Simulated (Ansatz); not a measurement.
Ideal-gas functions of `C#C[SiH](Cl)Cl` at 298.15 K and 1 bar, from an Ansatz frequency run at PBE0-D4/def2-TZVP.

Molar mass 125.03 g/mol, point group Cs (symmetry number 1), electronic degeneracy 1, moments of inertia 212.728, 227.778, 407.808 u Å². Harmonic wavenumbers (cm⁻¹, unscaled): 106, 143, 184, 332, 343, 514, 599, 674, 745, 746, 802, 813, 2172, 2295, 3464.

Use S(trans) = R[1.5 ln M + 2.5 ln T − 1.1517]; rotational temperatures θ = 24.2544 K / I; S(rot) = R[ln(√π/σ · √(T³/θAθBθC)) + 1.5]; for each mode x = 1.438777 ν̃/T, S = R[x/(eˣ − 1) − ln(1 − e⁻ˣ)] and H = RT x/(eˣ − 1); 1 cm⁻¹ = 0.0119627 kJ/mol; R = 8.31446 J/(mol·K).

By hand: the entropy, in J/(mol·K).

Translation 169.1. Rotation: θ = 0.114, 0.1065, 0.0595 K, giving 118.4. Vibration, mode by mode: 13.98, 11.56, 9.57, 5.23, 5.01, 2.61, 1.89, 1.42, 1.08, 1.07, 0.86, 0.82, 0.00, 0.00, 0.00, in all 55.1. Electronic 0.0. Sum 342.6 J/(mol·K).

By hand: H − E and G − E in kJ/mol, counted from the electronic energy.

Zero-point energy ½ × 13932 × 0.0119627 = 83.3; thermal vibration 9.3; translation, rotation and pV give 4 RT = 9.9. H − E = 102.5 kJ/mol, and G − E = 102.5 − 298.15 × 342.6/1000 = 0.4 kJ/mol.

Vibration gives 16 % of the entropy, 25.5 J/(mol·K) of it from the modes under 150 cm⁻¹: soft modes count most, and the harmonic formula is weakest for them.
